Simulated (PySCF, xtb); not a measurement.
F2GeH3NO, SMILES [NH2][Ge]([OH])([F])[F]. The values are those of a single conformer.

Harmonic wavenumbers (cm⁻¹) from GFN2-xTB in xtb 6.7.1 at its own minimum, in rising order: 91, 158, 179, 195, 204, 219, 240, 452, 503, 517, 624, 703, 768, 828, 1432, 3421, 3456, 3599.

What does PBE0-D3(BJ)/def2-SVP (PySCF) give at its own minimum? (Estimate from the structure and the level; the computed values follow.)

110, 173, 219, 252, 263, 269, 295, 418, 706, 744, 776, 795, 876, 920, 1532, 3608, 3717, 3901. Paired by order, the mean absolute difference is 114 cm⁻¹ and the zero-point energies are 25.1 and 28.0 kcal/mol.
